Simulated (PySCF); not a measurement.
Levels of Cd⁴³⁺ from EOM-EA-GCCSD

Reference: closed-shell Cd⁴⁴⁺, [He] 2s2; one electron is added. Calculated with PySCF 2.14, two-component X2C-1e with screened spin-orbit coupling, an even-tempered Gaussian basis (17 s from 5.5 bohr⁻², ratio 2.6; 13 p from 7.2 bohr⁻², ratio 2.6; 7 d from 7.4 bohr⁻², ratio 2.8; 4 f from 140 bohr⁻², ratio 2.8); frozen nothing; the 38 highest virtual spinors dropped; of the others 50 kept and the rest restored at second order. No Breit or QED terms. Binding energies in eV.

```json
{"level": "2p1/2", "Koopmans": "7120.1", "second order": "7119.7", "EOM-CCSD": "7116.8"}
{"level": "2p3/2", "Koopmans": "6901.7", "second order": "6902.2", "EOM-CCSD": "6901.8"}
```

For comparison, the ionisation energy of Cd⁴³⁺ is 7109 ± 5 eV (semi-empirical (NIST evaluation); NIST Atomic Spectra Database, ionization energies).

Only part of the computed levels is shown.
